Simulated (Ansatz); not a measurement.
Ideal-gas functions of H$_{3}$NS$_{2}$Si (`N[SiH]1SS1`) at 298.15 K and 1 bar, from an Ansatz frequency run at PBE0-D4/def2-TZVP.

Molar mass 109.25 g/mol, point group Cs (symmetry number 1), electronic degeneracy 1, moments of inertia 90.801, 169.944, 229.801 u Å². Harmonic wavenumbers (cm⁻¹, unscaled): 31, 222, 241, 351, 431, 459, 598, 653, 727, 904, 951, 1566, 2287, 3627, 3733.

Use S(trans) = R[1.5 ln M + 2.5 ln T − 1.1517]; rotational temperatures θ = 24.2544 K / I; S(rot) = R[ln(√π/σ · √(T³/θAθBθC)) + 1.5]; for each mode x = 1.438777 ν̃/T, S = R[x/(eˣ − 1) − ln(1 − e⁻ˣ)] and H = RT x/(eˣ − 1); 1 cm⁻¹ = 0.0119627 kJ/mol; R = 8.31446 J/(mol·K).

Task: By hand: the entropy, in J/(mol·K).

Result: Translation 167.4. Rotation: θ = 0.2671, 0.1427, 0.1055 K, giving 111.2. Vibration, mode by mode: 24.12, 8.13, 7.51, 4.86, 3.58, 3.22, 1.90, 1.54, 1.15, 0.58, 0.48, 0.04, 0.00, 0.00, 0.00, in all 57.1. Electronic 0.0. Sum 335.7 J/(mol·K).

Task: By hand: H − E and G − E in kJ/mol, counted from the electronic energy.

Result: Zero-point energy ½ × 16781 × 0.0119627 = 100.4; thermal vibration 8.7; translation, rotation and pV give 4 RT = 9.9. H − E = 119.0 kJ/mol, and G − E = 119.0 − 298.15 × 335.7/1000 = 18.9 kJ/mol.

Vibration gives 17 % of the entropy, 24.1 J/(mol·K) of it from the mode under 150 cm⁻¹: soft modes count most, and the harmonic formula is weakest for them. The sum counts one conformer and one mirror image; others add a mixing term.
